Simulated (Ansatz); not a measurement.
Method: PBE0-D4/def2-TZVP in Ansatz (a quantum-chemistry and plane-wave program). No frequencies were computed at this level.

Ansatz 0.2 input:
```yaml
crystal:
  periodic: [false, false, false]
  atoms:
    - { symbol: Si, position_ang: [1.91396, -0.034918, -0.072297] }
    - { symbol: B, position_ang: [0.000997, 0.05303, -0.005844] }
    - { symbol: Si, position_ang: [-1.915216, 0.044859, 0.041582] }
    - { symbol: H, position_ang: [2.380409, -1.061609, 0.881239] }
    - { symbol: H, position_ang: [2.516398, -0.410623, -1.370032] }
    - { symbol: H, position_ang: [2.630392, 1.204536, 0.2939] }
    - { symbol: H, position_ang: [-2.623111, -0.73935, -0.995718] }
    - { symbol: H, position_ang: [-2.480655, 1.402609, -0.09162] }
    - { symbol: H, position_ang: [-2.432107, -0.493195, 1.31516] }
basis:
  gaussian: { orbitals: def2-tzvp }
hamiltonian:
  xc: pbe0
  dispersion: d4
relax:
  max_steps: 150
magnetization:
  spin_polarized: true
  initial_magnetization: 1
```

Output:

```
[...]
mean field evaluation 4: about -16518.8242 eV, gradient 4.7e-1 eV
mean field evaluation 8: about -16518.8914 eV, gradient 9.8e-2 eV
mean field evaluation 16: about -16518.8915 eV, gradient 8.5e-5 eV
mean field evaluation 32: about -16518.7924 eV, gradient 2.3e0 eV
mean field -16518.89146362 eV, -607.0580643811 hartree, gradient 5.0e-7 eV, S^2 0.755204; 2 other end points of the search recorded, 0 dependent functions left out
reference -16518.89150131 eV, -607.0580657664 hartree; 20, 19 occupied and 121, 122 virtual orbitals, 969 factors
relax step   1: F+E_penalty+E_count = -16519.03383494 eV  Δ(F+E_penalty+E_count) = +0.000e0 eV  max|allowed force component| = 1.019e0 eV/Å  Δτ_max = 0.0000 Å  (111 SCF iters, accepted)
these checks for a lower state are left out or cut short: starts, cluster_reference, orbital_swaps, neighbouring_geometries, increment
969 factors; their error is unknown
mean field -16518.98927287 eV, -607.0616588049 hartree, gradient 7.3e-6 eV, S^2 0.755308; 0 other end points of the search recorded, 0 dependent functions left out
reference -16518.98931094 eV, -607.0616602038 hartree; 20, 19 occupied and 121, 122 virtual orbitals, 969 factors
relax step   2: F+E_penalty+E_count = -16519.13135331 eV  Δ(F+E_penalty+E_count) = -9.752e-2 eV  max|allowed force component| = 3.032e-1 eV/Å  Δτ_max = 0.0781 Å  (52 SCF iters, accepted)
these checks for a lower state are left out or cut short: starts, cluster_reference, orbital_swaps, neighbouring_geometries, increment
969 factors; their error is unknown
mean field -16518.99846411 eV, -607.0619965768 hartree, gradient 6.8e-7 eV, S^2 0.755401; 0 other end points of the search recorded, 0 dependent functions left out
reference -16518.99850226 eV, -607.0619979786 hartree; 20, 19 occupied and 121, 122 virtual orbitals, 969 factors
relax step   3: F+E_penalty+E_count = -16519.13960421 eV  Δ(F+E_penalty+E_count) = -8.251e-3 eV  max|allowed force component| = 3.291e-2 eV/Å  Δτ_max = 0.0347 Å  (86 SCF iters, accepted)
these checks for a lower state are left out or cut short: starts, cluster_reference, orbital_swaps, neighbouring_geometries, increment
969 factors; their error is unknown
mean field evaluation 64: about -16518.9333 eV, gradient 4.6e-1 eV
mean field -16518.99889447 eV, -607.0620123923 hartree, gradient 6.5e-6 eV, S^2 0.755395; 0 other end points of the search recorded, 0 dependent functions left out
reference -16518.99893261 eV, -607.0620137939 hartree; 20, 19 occupied and 121, 122 virtual orbitals, 969 factors
relax step   4: F+E_penalty+E_count = -16519.14002031 eV  Δ(F+E_penalty+E_count) = -4.161e-4 eV  max|allowed force component| = 1.279e-2 eV/Å  Δτ_max = 0.0096 Å  (51 SCF iters, accepted)
these checks for a lower state are left out or cut short: starts, cluster_reference, orbital_swaps, neighbouring_geometries, increment
969 factors; their error is unknown
mean field -16518.99915946 eV, -607.0620221305 hartree, gradient 1.0e-5 eV, S^2 0.755383; 0 other end points of the search recorded, 0 dependent functions left out
reference -16518.99919758 eV, -607.0620235312 hartree; 20, 19 occupied and 121, 122 virtual orbitals, 969 factors
relax step   5: F+E_penalty+E_count = -16519.14032191 eV  Δ(F+E_penalty+E_count) = -3.016e-4 eV  max|allowed force component| = 2.086e-2 eV/Å  Δτ_max = 0.0160 Å  (53 SCF iters, accepted)
these checks for a lower state are left out or cut short: starts, cluster_reference, orbital_swaps, neighbouring_geometries, increment
969 factors; their error is unknown
mean field -16518.99935126 eV, -607.0620291790 hartree, gradient 6.2e-6 eV, S^2 0.755376; 0 other end points of the search recorded, 0 dependent functions left out
reference -16518.99938936 eV, -607.0620305790 hartree; 20, 19 occupied and 121, 122 virtual orbitals, 969 factors
relax step   6: F+E_penalty+E_count = -16519.14057213 eV  Δ(F+E_penalty+E_count) = -2.502e-4 eV  max|allowed force component| = 1.072e-2 eV/Å  Δτ_max = 0.0156 Å  (53 SCF iters, accepted)
these checks for a lower state are left out or cut short: starts, cluster_reference, orbital_swaps, neighbouring_geometries, increment
969 factors; their error is unknown
mean field evaluation 96: about -16518.9345 eV, gradient 1.6e-2 eV
mean field -16518.99966946 eV, -607.0620408726 hartree, gradient 9.9e-7 eV, S^2 0.755375; 0 other end points of the search recorded, 0 dependent functions left out
reference -16518.99970754 eV, -607.0620422719 hartree; 20, 19 occupied and 121, 122 virtual orbitals, 969 factors
relax step   7: F+E_penalty+E_count = -16519.14100412 eV  Δ(F+E_penalty+E_count) = -4.320e-4 eV  max|allowed force component| = 2.873e-2 eV/Å  Δτ_max = 0.0399 Å  (82 SCF iters, accepted)
these checks for a lower state are left out or cut short: starts, cluster_reference, orbital_swaps, neighbouring_geometries, increment
969 factors; their error is unknown
mean field -16518.99986315 eV, -607.0620479904 hartree, gradient 1.0e-5 eV, S^2 0.755377; 0 other end points of the search recorded, 0 dependent functions left out
reference -16518.99990122 eV, -607.0620493894 hartree; 20, 19 occupied and 121, 122 virtual orbitals, 969 factors
relax step   8: F+E_penalty+E_count = -16519.14124372 eV  Δ(F+E_penalty+E_count) = -2.396e-4 eV  max|allowed force component| = 2.206e-2 eV/Å  Δτ_max = 0.0200 Å  (48 SCF iters, accepted)
these checks for a lower state are left out or cut short: starts, cluster_reference, orbital_swaps, neighbouring_geometries, increment
969 factors; their error is unknown
mean field evaluation 128: about -16519.0003 eV, gradient 2.2e-5 eV
mean field -16519.00034500 eV, -607.0620656981 hartree, gradient 3.5e-6 eV, S^2 0.755395; 0 other end points of the search recorded, 0 dependent functions left out
reference -16519.00038305 eV, -607.0620670964 hartree; 20, 19 occupied and 121, 122 virtual orbitals, 969 factors
relax step   9: F+E_penalty+E_count = -16519.14181787 eV  Δ(F+E_penalty+E_count) = -5.741e-4 eV  max|allowed force component| = 3.775e-2 eV/Å  Δτ_max = 0.0578 Å  (55 SCF iters, accepted)
these checks for a lower state are left out or cut short: starts, cluster_reference, orbital_swaps, neighbouring_geometries, increment
969 factors; their error is unknown
mean field -16519.00074618 eV, -607.0620804414 hartree, gradient 1.1e-5 eV, S^2 0.755416; 0 other end points of the search recorded, 0 dependent functions left out
reference -16519.00078423 eV, -607.0620818395 hartree; 20, 19 occupied and 121, 122 virtual orbitals, 969 factors
relax step  10: F+E_penalty+E_count = -16519.14227063 eV  Δ(F+E_penalty+E_count) = -4.528e-4 eV  max|allowed force component| = 6.406e-2 eV/Å  Δτ_max = 0.0469 Å  (51 SCF iters, accepted)
these checks for a lower state are left out or cut short: starts, cluster_reference, orbital_swaps, neighbouring_geometries, increment
969 factors; their error is unknown
mean field -16519.00133397 eV, -607.0621020420 hartree, gradient 1.1e-5 eV, S^2 0.755417; 0 other end points of the search recorded, 0 dependent functions left out
reference -16519.00137200 eV, -607.0621034398 hartree; 20, 19 occupied and 121, 122 virtual orbitals, 969 factors
relax step  11: F+E_penalty+E_count = -16519.14287315 eV  Δ(F+E_penalty+E_count) = -6.025e-4 eV  max|allowed force component| = 6.325e-2 eV/Å  Δτ_max = 0.0246 Å  (51 SCF iters, accepted)
these checks for a lower state are left out or cut short: starts, cluster_reference, orbital_swaps, neighbouring_geometries, increment
969 factors; their error is unknown
mean field evaluation 160: about -16519.0013 eV, gradient 4.7e-5 eV
mean field -16519.00134134 eV, -607.0621023129 hartree, gradient 9.0e-7 eV, S^2 0.755438; 0 other end points of the search recorded, 0 dependent functions left out
reference -16519.00137915 eV, -607.0621037025 hartree; 20, 19 occupied and 121, 122 virtual orbitals, 969 factors
relax step  12: F+E_penalty+E_count = -16519.14298670 eV  Δ(F+E_penalty+E_count) = -1.135e-4 eV  max|allowed force component| = 1.491e-1 eV/Å  Δτ_max = 0.1422 Å  (83 SCF iters, accepted)
these checks for a lower state are left out or cut short: starts, cluster_reference, orbital_swaps, neighbouring_geometries, increment
969 factors; their error is unknown
mean field -16519.00307166 eV, -607.0621659012 hartree, gradient 4.0e-6 eV, S^2 0.755437; 0 other end points of the search recorded, 0 dependent functions left out
reference -16519.00310952 eV, -607.0621672924 hartree; 20, 19 occupied and 121, 122 virtual orbitals, 969 factors
relax step  13: F+E_penalty+E_count = -16519.14470746 eV  Δ(F+E_penalty+E_count) = -1.721e-3 eV  max|allowed force component| = 7.351e-2 eV/Å  Δτ_max = 0.0315 Å  (53 SCF iters, accepted)
these checks for a lower state are left out or cut short: starts, cluster_reference, orbital_swaps, neighbouring_geometries, increment
969 factors; their error is unknown
mean field -16519.00351283 eV, -607.0621821138 hartree, gradient 1.2e-5 eV, S^2 0.755425; 0 other end points of the search recorded, 0 dependent functions left out
reference -16519.00355073 eV, -607.0621835066 hartree; 20, 19 occupied and 121, 122 virtual orbitals, 969 factors
relax step  14: F+E_penalty+E_count = -16519.14517116 eV  Δ(F+E_penalty+E_count) = -4.637e-4 eV  max|allowed force component| = 3.515e-2 eV/Å  Δτ_max = 0.0229 Å  (51 SCF iters, accepted)
these checks for a lower state are left out or cut short: starts, cluster_reference, orbital_swaps, neighbouring_geometries, increment
969 factors; their error is unknown
mean field evaluation 192: about -16519.0042 eV, gradient 2.6e-5 eV
mean field -16519.00417600 eV, -607.0622064847 hartree, gradient 9.7e-6 eV, S^2 0.755437; 0 other end points of the search recorded, 0 dependent functions left out
reference -16519.00421382 eV, -607.0622078746 hartree; 20, 19 occupied and 121, 122 virtual orbitals, 969 factors
relax step  15: F+E_penalty+E_count = -16519.14583530 eV  Δ(F+E_penalty+E_count) = -6.641e-4 eV  max|allowed force component| = 2.058e-2 eV/Å  Δτ_max = 0.0351 Å  (48 SCF iters, accepted)
these checks for a lower state are left out or cut short: starts, cluster_reference, orbital_swaps, neighbouring_geometries, increment
969 factors; their error is unknown
mean field -16519.00453246 eV, -607.0622195845 hartree, gradient 1.2e-5 eV, S^2 0.755452; 0 other end points of the search recorded, 0 dependent functions left out
reference -16519.00457019 eV, -607.0622209711 hartree; 20, 19 occupied and 121, 122 virtual orbitals, 969 factors
relax step  16: F+E_penalty+E_count = -16519.14619999 eV  Δ(F+E_penalty+E_count) = -3.647e-4 eV  max|allowed force component| = 3.384e-2 eV/Å  Δτ_max = 0.0592 Å  (47 SCF iters, accepted)
these checks for a lower state are left out or cut short: starts, cluster_reference, orbital_swaps, neighbouring_geometries, increment
969 factors; their error is unknown
mean field -16519.00475453 eV, -607.0622277455 hartree, gradient 1.4e-5 eV, S^2 0.755453; 0 other end points of the search recorded, 0 dependent functions left out
reference -16519.00479226 eV, -607.0622291321 hartree; 20, 19 occupied and 121, 122 virtual orbitals, 969 factors
relax step  17: F+E_penalty+E_count = -16519.14641648 eV  Δ(F+E_penalty+E_count) = -2.165e-4 eV  max|allowed force component| = 1.945e-2 eV/Å  Δτ_max = 0.0087 Å  (44 SCF iters, accepted)
these checks for a lower state are left out or cut short: starts, cluster_reference, orbital_swaps, neighbouring_geometries, increment
969 factors; their error is unknown
mean field evaluation 224: about -16519.0049 eV, gradient 8.0e-6 eV
mean field -16519.00489085 eV, -607.0622327550 hartree, gradient 1.2e-5 eV, S^2 0.755456; 0 other end points of the search recorded, 0 dependent functions left out
reference -16519.00492859 eV, -607.0622341421 hartree; 20, 19 occupied and 121, 122 virtual orbitals, 969 factors
relax step  18: F+E_penalty+E_count = -16519.14656268 eV  Δ(F+E_penalty+E_count) = -1.462e-4 eV  max|allowed force component| = 4.350e-3 eV/Å  Δτ_max = 0.0194 Å  (51 SCF iters, accepted)
these checks for a lower state are left out or cut short: starts, cluster_reference, orbital_swaps, neighbouring_geometries, increment
969 factors; their error is unknown
mean field -16519.00494756 eV, -607.0622348391 hartree, gradient 1.0e-5 eV, S^2 0.755461; 0 other end points of the search recorded, 0 dependent functions left out
reference -16519.00498533 eV, -607.0622362270 hartree; 20, 19 occupied and 121, 122 virtual orbitals, 969 factors
relax step  19: F+E_penalty+E_count = -16519.14660022 eV  Δ(F+E_penalty+E_count) = -3.754e-5 eV  max|allowed force component| = 3.367e-3 eV/Å  Δτ_max = 0.0169 Å  (50 SCF iters, accepted)
969 factors; their error is unknown
mean field evaluation 256: about -16519.0049 eV, gradient 2.3e-4 eV
mean field -16519.00494756 eV, -607.0622348392 hartree, gradient 1.0e-5 eV, S^2 0.755461; 3 other end points of the search recorded, 0 dependent functions left out
reference -16519.00498533 eV, -607.0622362270 hartree; 20, 19 occupied and 121, 122 virtual orbitals, 969 factors
Total energy: -16519.14663799 eV, -607.0674418662 hartree
Atom 0 at     1.952630    -0.023676    -0.081834 Å, force     0.002688     0.000016     0.001411 eV/Å
Atom 1 at     0.002916     0.186552    -0.065351 Å, force    -0.003367    -0.002726    -0.000166 eV/Å
Atom 2 at    -1.954605     0.083683     0.001143 Å, force     0.002458     0.000528    -0.002138 eV/Å
Atom 3 at     2.204489    -0.885283     1.112359 Å, force    -0.000329     0.000014     0.000125 eV/Å
Atom 4 at     2.495484    -0.712702    -1.286337 Å, force    -0.000355    -0.000309    -0.001272 eV/Å
Atom 5 at     2.699156     1.253614     0.088345 Å, force    -0.000248     0.001429    -0.000037 eV/Å
Atom 6 at    -2.584637    -0.573184    -1.178727 Å, force     0.000260     0.000194     0.000271 eV/Å
Atom 7 at    -2.621500     1.400082     0.200776 Å, force    -0.000762     0.002214     0.000148 eV/Å
Atom 8 at    -2.202865    -0.763746     1.205996 Å, force    -0.000345    -0.001359     0.001658 eV/Å
Dipole moment:    -0.000619     0.016695    -0.041342 e Å
```

Cost: roughly 4 core-minutes.
